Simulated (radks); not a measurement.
Neutral rhodium inside a hard spherical wall (all orbitals vanish at R), configuration held at [Kr] 4d8 5s1 and not refilled when levels cross. Calculated with a radial shooting solver on a logarithmic mesh with Libxc functionals: scalar-relativistic Kohn-Sham, LDA (Slater exchange, VWN5 correlation), spin-polarised, spherical densities, point nucleus; open shells are filled with parallel spins first (spin-orbit coupling, left out, can overturn this in heavy ions). Eigenvalues in eV for spin up, with the zero of energy where the potential of the charges vanishes at infinity; a dash marks a level that is unbound or too diffuse for the functional's potential to be trusted. A positive occupied level is held by the wall or, in an anion where self-interaction has pushed it up, behind a barrier. The pressure on the wall is -dE/dV.

[
 {"R (bohr)": "free", "E (hartree)": "-4779.55462", "kinetic (hartree)": "4948.612", "e(4s)": "-83.019", "e(4p)": "-51.027", "e(4d)": "-6.676", "e(5s)": "-4.987", "e(5p, empty)": "-1.190", "e(6s, empty)": "-0.007", "pressure (GPa)": "0"},
 {"R (bohr)": "20", "E (hartree)": "-4779.55462", "kinetic (hartree)": "4948.612", "e(4s)": "-83.019", "e(4p)": "-51.027", "e(4d)": "-6.676", "e(5s)": "-4.987", "e(5p, empty)": "-1.189", "e(6s, empty)": "0.157", "pressure (GPa)": "< 0.0001"},
 {"R (bohr)": "15", "E (hartree)": "-4779.55462", "kinetic (hartree)": "4948.612", "e(4s)": "-83.019", "e(4p)": "-51.027", "e(4d)": "-6.676", "e(5s)": "-4.987", "e(5p, empty)": "-1.184", "e(6s, empty)": "0.440", "pressure (GPa)": "< 0.0001"},
 {"R (bohr)": "12", "E (hartree)": "-4779.55460", "kinetic (hartree)": "4948.612", "e(4s)": "-83.017", "e(4p)": "-51.024", "e(4d)": "-6.673", "e(5s)": "-4.985", "e(5p, empty)": "-1.154", "e(6s, empty)": "0.998", "pressure (GPa)": "0.000398"},
 {"R (bohr)": "8", "E (hartree)": "-4779.55222", "kinetic (hartree)": "4948.632", "e(4s)": "-82.882", "e(4p)": "-50.890", "e(4d)": "-6.547", "e(5s)": "-4.846", "e(5p, empty)": "-0.676", "e(6s, empty)": "4.443", "pressure (GPa)": "0.103"},
 {"R (bohr)": "7", "E (hartree)": "-4779.54680", "kinetic (hartree)": "4948.669", "e(4s)": "-82.672", "e(4p)": "-50.682", "e(4d)": "-6.356", "e(5s)": "-4.614", "e(5p, empty)": "-0.144", "e(6s, empty)": "7.145", "pressure (GPa)": "0.443"},
 {"R (bohr)": "5", "E (hartree)": "-4779.46470", "kinetic (hartree)": "4949.099", "e(4s)": "-80.869", "e(4p)": "-48.917", "e(4d)": "-4.740", "e(5s)": "-2.316", "e(5p, empty)": "3.709", "e(6s, empty)": "22.304", "pressure (GPa)": "10.8"},
 {"R (bohr)": "4", "E (hartree)": "-4779.20939", "kinetic (hartree)": "4950.225", "e(4s)": "-77.490", "e(4p)": "-45.661", "e(4d)": "-1.663", "e(5s)": "2.785", "e(5p, empty)": "10.919", "e(6s, empty)": "45.600", "pressure (GPa)": "71.7"},
 {"R (bohr)": "3", "E (hartree)": "-4777.94106", "kinetic (hartree)": "4955.217", "e(4s)": "-67.988", "e(4p)": "-36.580", "e(4d)": "7.836", "e(5s)": "21.605", "e(5p, empty)": "34.863", "e(6s, empty)": "110.61", "pressure (GPa)": "714"},
 {"R (bohr)": "2", "E (hartree)": "-4767.80873", "kinetic (hartree)": "4992.106", "e(4s)": "-33.092", "e(4p)": "-0.769", "e(4d)": "50.272", "e(5s)": "123.12", "e(5p, empty)": "149.11", "e(6s, empty)": "364.65", "pressure (GPa)": "16100"},
 {"R (bohr)": "1.5", "E (hartree)": "-4736.65205", "kinetic (hartree)": "5090.441", "e(4s)": "35.473", "e(4p)": "74.104", "e(4d)": "137.37", "e(5s)": "343.17", "e(5p, empty)": "378.31", "e(6s, empty)": "817.80", "pressure (GPa)": "128000"}
]
